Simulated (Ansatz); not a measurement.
Total energies of (Cl)2Si(OSiH2)2O (Si₃Cl₂O₃H₄) from Ansatz at PBE0-D4/def2-TZVP, gas phase (1 Eh = 27.2114 eV = 2625.5 kJ/mol). The reference geometry is relaxed at PBE-D4/def2-SVP.

```xyz
12

Si    0.6366   -1.5663   -0.0062
Cl   -0.4557   -3.2954   -0.1633
Cl    2.6276   -2.0371    0.1424
O     0.1618   -0.7309    1.3439
Si   -0.4850    0.8171    1.5316
O    -0.6141    1.5006    0.0056
Si   -0.2280    0.9337   -1.5247
O     0.3871   -0.6286   -1.3497
H     0.4479    1.6305    2.3707
H    -1.8425    0.7006    2.1476
H     0.8273    1.8018   -2.1322
H    -1.4629    0.8738   -2.3658
```

```tsv
state	geometry	energy (Eh)
charge 0 singlet	reference	-2016.62870
charge 1 doublet	reference	-2016.23908
free Si atom (triplet)	–	-289.24943
free Cl atom (doublet)	–	-459.99739
free O atom (triplet)	–	-75.01860
free H atom (doublet)	–	-0.50104
```

(1) Work out the vertical ionisation energy to the doublet.

(2) What is the binding energy per atom against free atoms?

(1) E(charge 1 doublet) − E(charge 0 singlet) = -2016.23908 − (-2016.62870) = 0.38962 Eh = 10.60 eV. For comparison, −ε of the highest occupied level is 8.91 eV at this level, 1.69 eV less.

(2) Atoms: 3 × (-289.24943) + 2 × (-459.99739) + 3 × (-75.01860) + 4 × (-0.50104) = -2014.80303 Eh. Binding: -2014.80303 − (-2016.62870) = 1.82567 Eh = 49.68 eV, or 4.14 eV for each of 12 atoms (no zero-point energy, no counterpoise term).
